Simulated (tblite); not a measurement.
Species: C3H11NO2Si3.
SMILES with atom numbers: `[CH2:1]=[C:2]([CH:3]=[O:4])[O:5][SiH2:6][N:7]([SiH3:8])[SiH3:9]` (hydrogens: H10, H11 on C1; H12 on C3; H13, H14 on Si6; H15, H16, H17 on Si8; H18, H19, H20 on Si9)

Structure optimised with GFN2-xTB, isolated species.

**Question.** Give the optimised bond lengths and angles.

**Answer.** 
```
                    bond  length (pm)   order
                   C1=C2        134.0  double
                   C2–C3        146.5  single
                   C3=O4        120.6  double
                   C2–O5        132.6  single
                  O5–Si6        164.7  single
                  Si6–N7        173.5  single
                  N7–Si8        173.3  single
                  N7–Si9        174.4  single
                  C1–H10        107.5  single
                  C1–H11        107.4  single
                  C3–H12        110.1  single
        Si6–H13, Si6–H14        145.9  single
Si8–H15 and 5 like bonds        146.4  single
```

Bonds in one row agree within 1 pm and their mean is given. Orders are formal, as drawn. A selection of angles:
```
     angle  degrees
  C1–C2–C3    121.5
  C1–C2–O5    122.8
  C3–C2–O5    115.7
  C2–C3–O4    122.0
 C2–O5–Si6    127.1
 O5–Si6–N7     97.8
Si6–N7–Si8    114.2
Si6–N7–Si9    119.9
Si8–N7–Si9    125.9
```

Torsions: C1–C2–C3–O4 180° (antiperiplanar); C1–C2–O5–Si6 180° (antiperiplanar); C2–O5–Si6–N7 -179° (antiperiplanar); O5–Si6–N7–Si8 179° (antiperiplanar). The mirror-image conformer, all signs reversed, is as good.

Si6 and O4 aren't drawn bonded (4 bonds apart) but lie 2.53 Å from each other; Cordero's covalent radii sum to 1.77 Å. Si8 (SiH3 silicon) is tetrahedral (angles from 107.8° to 111.2°). Si6 (oxygen-bound silicon) is distorted tetrahedral (angles from 97.8° to 117.3°). The 2 C–C bonds span 1.340 Å (C1=C2, drawn double) to 1.465 Å (C2–C3, drawn single), a spread of 0.125 Å. N7 (nitrogen bridging silicon atoms) is planar (angles 125.9°, 119.9° and 114.2°, sum 360.0°, 0.01 Å off the plane of its three neighbours). Of the pairs four or more bonds apart, those above aside, O4···H14 is among the closest relative to their van der Waals radii: 2.55 Å, 94 % of the sum of Bondi's values. The 9 heavy atoms lie in one plane (0.010 Å rms).

Point group: near Cs, missed by 0.11 Å at most; the miss may be what the optimiser left on a soft mode. Its GFN2-xTB frequencies are all real (lowest 32 cm⁻¹). One conformer, not necessarily the lowest. 3 starts were optimised and ended at 0.00, 6.02 and 6.98 kcal/mol (GFN2-xTB); the lowest of these is shown.

On one thread, Arm Neoverse N1 (aarch64), shared host with 64 logical CPUs at a one-minute load of 60, this took 3.5 s wall. That covers the optimisation of the geometry.

All values are computed, not measured.
